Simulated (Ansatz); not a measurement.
Consider the silylene loss: `O[Si](O)(F)[SiH3]` → `O[SiH](O)F` + `[SiH2]`.

Gas-phase electronic energies from Ansatz, PBE0-D4/def2-TZVP geometries. CCSD(T)/CBS adds triple-zeta CCSD(T) − MP2 to the extrapolated MP2 energy (def2 sets, frozen cores). This one scheme is used for every species. DFT in def2-TZVPP. B3LYP here is the variant with VWN-RPA as its local correlation; programs differ in this. HSE06 is defined as in plane-wave codes. Each species was taken in one conformer, which may not be the lowest.

```
             level  ΔE (kJ/mol)  difference from CCSD(T)/CBS
       LDA (SPW92)        266.3                         42.1
            PBE-D4        243.2                         19.0
         revPBE-D4        237.3                         13.1
           BLYP-D4        219.0                         -5.2
         r2SCAN-D4        249.8                         25.6
            B97M-V        226.3                          2.1
           PBE0-D4        246.1                         21.9
          B3LYP-D4        225.1                          0.9
        r2SCANh-D4        249.2                         25.0
        r2SCAN0-D4        248.5                         24.3
          HSE06-D4        245.7                         21.5
          BHLYP-D4        229.5                          5.3
      CAM-B3LYP-D4        229.3                          5.1
           ωB97X-V        238.7                         14.5
           ωB97M-V        218.3                         -5.9
            B2PLYP        218.8                         -5.4
          PBE-QIDH        241.6                         17.4
               PBE        234.9                         10.7
            revPBE        220.2                         -4.0
              BLYP        202.1                        -22.1
            r2SCAN        247.6                         23.4
              PBE0        238.7                         14.5
             B3LYP        211.6                        -12.6
           r2SCANh        246.8                         22.6
           r2SCAN0        245.8                         21.6
             HSE06        238.6                         14.4
             BHLYP        217.1                         -7.1
         CAM-B3LYP        221.4                         -2.8
           LC-ωPBE        247.3                         23.1
       HF/def2-SVP        194.4                        -29.8
      MP2/def2-SVP        221.4                         -2.8
     CCSD/def2-SVP        202.0                        -22.2
  CCSD(T)/def2-SVP        206.3                        -17.9
    MP2/def2-TZVPP        230.0                          5.8
   CCSD/def2-TZVPP        211.5                        -12.7
CCSD(T)/def2-TZVPP        217.0                         -7.2
    MP2/def2-QZVPP        234.2                         10.0
SCS-MP2/def2-QZVPP        222.5                         -1.7
     MP2/CBS(def2)        237.2                         13.0
    CCSD/CBS(def2)        218.7                         -5.5
       CCSD(T)/CBS        224.2                            0
```

Largest T1 diagnostic among the species: 0.014.

Leaving LDA and LC-ωPBE aside and taking each functional with its dispersion term where it has one, the values spread over 31.5 kJ/mol, from ωB97M-V to r2SCAN-D4. LDA lies +31.4 kJ/mol from PBE without D4. In def2-TZVPP, CCSD(T) changes the Hartree–Fock value by +19.8 kJ/mol (the triples alone add +5.5 kJ/mol) and MP2 by +32.8 kJ/mol.
